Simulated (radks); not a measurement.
Values are calculated unless marked as measured or tabulated.
The nuclear charge of the carbon ion C+ is varied continuously with 5 electrons held in [He] 2s2 2p1. Level of theory: non-relativistic Kohn-Sham, PBE, spin-polarised, spherical densities, point nucleus; open shells are filled with parallel spins first (a radial shooting solver on a logarithmic mesh with Libxc functionals). By the Hellmann-Feynman theorem dE/dZ = E(electron-nucleus)/Z, the electronic potential at the nucleus.

| Z | E (hartree) | E(electron-nucleus)/Z (hartree) | HOMO | e(HOMO) (eV) | <r> HOMO (bohr) |
|---|---|---|---|---|---|
| 5 | -24.60538 | -11.3769 | 2p | -4.021 | 2.255 |
| 5.25 | -27.53612 | -12.0688 | 2p | -6.763 | 1.985 |
| 5.5 | -30.63971 | -12.7597 | 2p | -9.968 | 1.781 |
| 5.75 | -33.91593 | -13.4499 | 2p | -13.626 | 1.619 |
| 6 | -37.36462 | -14.1396 | 2p | -17.730 | 1.487 |
| 6.25 | -40.98568 | -14.8288 | 2p | -22.275 | 1.376 |
| 6.5 | -44.77902 | -15.5178 | 2p | -27.259 | 1.281 |
| 6.75 | -48.74457 | -16.2066 | 2p | -32.679 | 1.199 |
| 7 | -52.88229 | -16.8951 | 2p | -38.533 | 1.128 |

The central difference of E at Z = 6 is -14.139 hartree, to compare with the third column; the second derivative is -2.76 hartree.
